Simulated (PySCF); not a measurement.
C₆ coefficients of unlike pairs at UHF

Calculated with PySCF 2.14 from the dipole response of each species, C₆(A,B) = (3/π) ∫ α_A(iu) α_B(iu) du, in atomic units, from isotropic polarisabilities. For ions this is the dispersion term alone; charge-induced terms of lower order in 1/R come first.

| species | configuration | basis | relativity | α (bohr³) | C₆ (like pair) |
| --- | --- | --- | --- | --- | --- |
| Pd(2+) | [Kr] 4d8 (3F) | x2c-QZVPPall with one added diffuse shell each of s, p, d, f, g type (14s9p8d5f3g) | spin-free X2C | 6.071 | 31.62 |
| B | [He] 2s2 2p1 (2P) | dyall-av3z (15s9p3d2f) | spin-free X2C | 22.16 | 105.9 |
| Pt | [Xe] 4f14 5d9 6s1 (3D) | aug-cc-pVQZ-PP with ECP60MDF (7s7p6d4f3g2h) | core potential | 53.79 | 499.2 |
| Al | [Ne] 3s2 3p1 (2P) | aug-cc-pCVTZ-DK with one added diffuse shell each of s, p, d, f type (9s8p6d4f) | spin-free X2C | 61.74 | 560.3 |

Question: Estimate C₆ for Pt with B.

Answer: The integral gives 227.8. The combination rule 2 C_A C_B / (C_A α_B/α_A + C_B α_A/α_B) gives 228.5 and the geometric mean 229.9.

No spin-orbit coupling is included.

The other pairs:

```csv
pair,C₆
"Pt, Pd(2+)",106.2
"Al, Pd(2+)",96.16
"Al, B",239.0
"B, Pd(2+)",47.23
"Al, Pt",517.8
```
